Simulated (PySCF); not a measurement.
In(H)2(OH) (H₃InO), SMILES [OH][InH2]. Atoms are numbered in the order given.

```xyz
5

In     0.0030     0.2872     0.0000
H     -1.5652     0.9824     0.0000
H      1.6151     0.9043     0.0000
O     -0.1203    -1.7283     0.0000
H      0.7637    -2.1326     0.0000
```

Geometry: PBE-D3(BJ)/def2-TZVP. The def2 effective core potentials stand for the cores of In; spin–orbit coupling is left out.

These are PySCF with PBE0/def2-TZVPD values and carry that method's errors.

Symmetry labels are those of the subgroup Cs that the program uses (full group Cs).

Computed valence orbital energies around the gap with their symmetry:
| orbital | symmetry | energy (eV) |
|---|---|---|
| HOMO−7 | A" | -21.41 |
| HOMO−6 | A' | -21.32 |
| HOMO−5 | A' | -21.17 |
| HOMO−4 | A' | -12.84 |
| HOMO−3 | A' | -11.16 |
| HOMO−2 | A' | -8.85 |
| HOMO−1 | A' | -8.31 |
| HOMO | A" | -8.25 |
| LUMO | A" | -1.57 |
| LUMO+1 | A' | -0.52 |
| LUMO+2 | A' | -0.02 |
| LUMO+3 | A' | 0.38 |
